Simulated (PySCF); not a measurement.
Compound: C5H9N3Si.
Cartesian coordinates in Å at the PBE0-D3(BJ)/def2-SVP level; atoms count from 1:
```xyz
18
C5H9N3Si angstrom
C     -3.010   -0.132   -0.367
C     -2.191   -0.223    0.679
C     -1.270    0.873    1.121
N      0.104    0.420    1.236
N      0.488   -0.367    2.217
C      1.765   -0.610    1.947
C      2.116    0.069    0.759
Si     3.738    0.156   -0.169
N      1.015    0.709    0.339
H     -3.681   -0.951   -0.636
H     -3.041    0.764   -0.994
H     -2.165   -1.132    1.291
H     -1.264    1.707    0.408
H     -1.567    1.252    2.111
H      2.371   -1.237    2.597
H      3.602   -0.430   -1.535
H      4.204    1.568   -0.293
H      4.747   -0.630    0.603
```

Method: TDDFT PBE0/def2-SVPD, vertical, gas phase, core orbitals frozen in the response in PySCF.

Ground-to-excited transition dipoles (e·a0, same axes as the geometry; the sign carries no meaning), for the states with f of 0.002 or more among the lowest 8:

```json
{"state": "S1", "E (hartree)": "0.2250", "μx": "1.300", "μy": "-0.157", "μz": "-0.004"}
{"state": "S3", "E (hartree)": "0.2407", "μx": "0.343", "μy": "0.080", "μz": "0.151"}
{"state": "S4", "E (hartree)": "0.2423", "μx": "-0.394", "μy": "0.044", "μz": "0.182"}
{"state": "S5", "E (hartree)": "0.2537", "μx": "-0.034", "μy": "-0.207", "μz": "-0.160"}
{"state": "S6", "E (hartree)": "0.2584", "μx": "-0.212", "μy": "-0.008", "μz": "0.120"}
{"state": "S7", "E (hartree)": "0.2669", "μx": "0.067", "μy": "0.107", "μz": "0.019"}
{"state": "S8", "E (hartree)": "0.2691", "μx": "-0.477", "μy": "-0.077", "μz": "0.236"}
```

Work out the oscillator strengths.

f = (2/3) ΔE |μ|² with ΔE in hartree (27.2114 eV).

```csv
state,|μ|² (au),|μ| (D),f
S1,1.716,3.33,0.257
S3,0.147,0.97,0.024
S4,0.190,1.11,0.031
S5,0.069,0.67,0.012
S6,0.059,0.62,0.010
S7,0.016,0.32,0.003
S8,0.290,1.37,0.052
```

Which bond between heavy atoms lies closest to the direction of the S1 transition dipole?

N5–C6 and C3–N4, at 12° from it; next C7–N9 at 29°.

What angle do the transition dipoles of S1 and S4 make?

|cos θ| = |μa·μb| / (|μa| |μb|) = 0.91, so θ ≈ 25° (taken between 0 and 90°, since the signs are arbitrary).

How is the summed strength of these states shared among x, y and z?

(2/3) Σ ΔE μα² gives 0.347 for x, 0.015 for y and 0.026 for z, 0.389 in all.

All these states lie below the vertical ionisation energy of 9.35 eV (ΔSCF).

One conformer stands for the species.
